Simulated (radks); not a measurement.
The numbers below are computed, except where a source is named.
Task: Numerical settings for neutral rubidium, [Kr] 5s1. Code: a radial shooting solver on a logarithmic mesh with Libxc functionals. Model: scalar-relativistic Kohn-Sham, r2SCAN, spin-polarised, spherical densities, finite nucleus; open shells are filled with parallel spins first (spin-orbit coupling, left out, can overturn this in heavy ions); meta-GGA in the generalised Kohn-Sham scheme; Fermi nuclear charge, rms radius 4.2036 fm. The defaults (mesh step 0.008 in ln r, mesh end at 40 bohr or more with all orbitals vanishing there, Anderson mixing 0.5 over 9 steps, residual threshold near 1e-9 with the energy settled to 1e-9 hartree or 1e-11 of itself, here a cap of 76 iterations) give E = -2981.683 hartree and 5s at -2.495 eV in 16 iterations. Run on one thread of a shared host, so times are rough (Arm Neoverse V2): 0.19 s of CPU time, 0.19 s wall, 16 iterations on 2437 mesh points. One setting is changed at a time: mesh step in ln r 0.005; mesh step in ln r 0.003; mesh step in ln r 0.08; mesh end (bohr) 3; mesh end (bohr) 2; residual threshold 1e-16; residual threshold 1e-13; mixing 0.01; linear mixing, mixing 0.05; linear mixing, mixing 0.2; mixing history 20; iteration cap 5. Which runs fail to converge, and which converge to a wrong energy?

Result: Not converged within the cap: mesh step in ln r 0.08; residual threshold 1e-16; residual threshold 1e-13; linear mixing, mixing 0.05; iteration cap 5. Settled on a wrong energy, with an occupied level pushed above zero by the early mesh end: mesh end (bohr) 3 (+2.53 hartree); mesh end (bohr) 2 (+14.9 hartree). Apart from these: no run marked as converged misses the energy by more than 1 mhartree.
